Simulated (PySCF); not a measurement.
## `C=C[P+](C)(C)[B-](F)(F)F`, C$_{4}$H$_{9}$BF$_{3}$P

Molfile (atoms numbered from 1):
```
C4H9BF3P
     RDKit          3D

 18 17  0  0  0  0  0  0  0  0999 V2000
    2.2831   -0.8960    0.8301 C   0  0  0  0  0  0  0  0  0  0  0  0
    1.0061   -0.6987    1.1179 C   0  0  0  0  0  0  0  0  0  0  0  0
   -0.2338   -0.0268   -0.0098 P   0  0  0  0  0  0  0  0  0  0  0  0
    0.6572    0.9415   -1.2776 C   0  0  0  0  0  0  0  0  0  0  0  0
   -1.0836    1.2362    1.0039 C   0  0  0  0  0  0  0  0  0  0  0  0
   -1.6984   -1.2243   -0.9162 B   0  0  0  0  0  0  0  0  0  0  0  0
   -1.0587   -2.1014   -1.7215 F   0  0  0  0  0  0  0  0  0  0  0  0
   -2.3980   -0.2703   -1.5944 F   0  0  0  0  0  0  0  0  0  0  0  0
   -2.4025   -1.7970    0.0874 F   0  0  0  0  0  0  0  0  0  0  0  0
    2.9570   -1.3490    1.5390 H   0  0  0  0  0  0  0  0  0  0  0  0
    2.7088   -0.6152   -0.1185 H   0  0  0  0  0  0  0  0  0  0  0  0
    0.5935   -1.0150    2.0688 H   0  0  0  0  0  0  0  0  0  0  0  0
    1.3413    1.6512   -0.8161 H   0  0  0  0  0  0  0  0  0  0  0  0
   -0.0869    1.4702   -1.8718 H   0  0  0  0  0  0  0  0  0  0  0  0
    1.2016    0.2650   -1.9335 H   0  0  0  0  0  0  0  0  0  0  0  0
   -1.5688    0.7445    1.8453 H   0  0  0  0  0  0  0  0  0  0  0  0
   -1.8485    1.7090    0.3900 H   0  0  0  0  0  0  0  0  0  0  0  0
   -0.3783    1.9824    1.3652 H   0  0  0  0  0  0  0  0  0  0  0  0
  1  2  2  0
  2  3  1  0
  3  4  1  0
  3  5  1  0
  3  6  1  0
  6  7  1  0
  6  8  1  0
  6  9  1  0
  1 10  1  0
  1 11  1  0
  2 12  1  0
  4 13  1  0
  4 14  1  0
  4 15  1  0
  5 16  1  0
  5 17  1  0
  5 18  1  0
M  CHG  2   3   1   6  -1
M  END
```

Computed, not measured: GIAO KT3/pcSseg-1 magnetisability, rotational g tensor and spin-rotation constants, non-relativistic, gas phase (PySCF). Geometry: GFN2-xTB.

Task: What are the magnetisability and the molar susceptibility?

Result: Isotropic -1472 × 10⁻³⁰ J/T², or -88.7 × 10⁻⁶ cm³/mol; principal values -1582, -1437, -1397 × 10⁻³⁰ J/T², anisotropy 169 × 10⁻³⁰ J/T² (root of half the summed squared differences of the principal values). The susceptibility is in cgs units.

Task: Split it along the inertial axes a, b, c into diamagnetic and paramagnetic parts about the centre of mass, with the quadrupole moment.

Result: 
| axis | χ (10⁻⁶ cm³/mol) | diamagnetic (10⁻⁶ cm³/mol) | paramagnetic (10⁻⁶ cm³/mol) | summed x² of all electrons (Å²) | quadrupole Θ (D Å) |
| --- | --- | --- | --- | --- | --- |
| a | -90.1 | -791.0 | 700.9 | 225.4 | -3.92 |
| b | -91.6 | -1307.0 | 1215.3 | 103.7 | +0.79 |
| c | -84.2 | -1396.2 | 1312.0 | 82.7 | +3.13 |

Anisotropies 2χaa − χbb − χcc = -4.3 and 2χbb − χaa − χcc = -9.0 × 10⁻⁶ cm³/mol. Θ is traceless in Buckingham's convention.

Task: And the rotational g tensor?

Result: 
```csv
axis,rotational constant (GHz),g,nuclear part,electronic part
a,1.7807,-0.0101,0.5763,-0.5864
b,0.9630,-0.0060,0.5438,-0.5498
c,0.8961,-0.0093,0.5430,-0.5523
```
Asymmetric top; isotopes 11B, 12C, 19F, 1H, 31P; no vibrational averaging.
